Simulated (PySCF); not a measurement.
Bond length, frequency and bond energy of BeGa by level of theory

State: ²Π (doublet), unpaired electrons π ↑. Set-up: basis Be pcseg-1, Ga pcseg-1; no relativity; PySCF 2.14. De refers to Be + Ga in their high-spin ground configurations, without counterpoise correction. The functionals are run spin-unrestricted. A positive dipole means Be(−)Ga(+). Levels whose curve was spin-contaminated or gave no clean fit are not listed.

```
      Level  Re (Å)  ωe (cm⁻¹)  De (eV)  μ (D)  CPU s a point (SCF and correlation, without the integrals)
    UHF-MP2   2.456        318    0.297    n/a                                                        0.19
   UHF-CCSD   2.572        222    0.154    n/a                                                         n/a
UHF-CCSD(T)   2.515        265    0.238    n/a                                                         1.6
        LDA   2.349        386     1.13  -0.27                                                        0.29
        PBE   2.398        359     0.86  -0.03                                                         0.5
     revPBE   2.421        347     0.73   0.04                                                         0.4
       PBE0   2.407        350     0.69  -0.24                                                        0.79
       MN15   2.452        294     0.61  -0.93                                                        0.73
```

(1) Which functional lies closest to UHF-CCSD(T) in De, which farthest, and by how much do they differ from it?

(2) What does a quarter of exact exchange do here, going from PBE to PBE0?

(3) What does the gradient correction do here, going from LDA to PBE?

Correlated steps freeze 9 core orbitals. Correlated levels converge slowly with the basis: in double zeta they bind strong bonds too weakly, by up to about 1 eV, and carry superposition errors of some tenths. Spin–orbit coupling is left out. The state is the lowest determinant that a PBE0 search found; another state may lie lower at other levels.

The whole job (state search and all levels along the bond) took about 1.5 min on 1 thread of Arm Neoverse V1 (shared host), peak memory 0.43 GiB.

## Answers

(1) Closest is MN15 (-6.3 pm in Re, +10.9 % in ωe, +0.37 eV in De against UHF-CCSD(T) in the same basis), farthest LDA (-16.6 pm in Re, +45.7 % in ωe, +0.89 eV in De). CCSD(T) converges more slowly with the basis than the functionals do and binds too weakly in this one, so the order can change at the basis-set limit.

(2) PBE0 less PBE: +0.9 pm in Re, -2.5 % in ωe, -0.17 eV in De. Exact exchange removes part of the self-interaction that spreads semilocal densities, and in most molecules shortens and stiffens the bond and lowers De; here Re and ωe go the other way.

(3) PBE less LDA: +4.9 pm in Re, -7.0 % in ωe, -0.27 eV in De. The gradient correction favours the more uneven density of free atoms, so it tends to lengthen bonds and takes away much of the overbinding of LDA; so it does here.
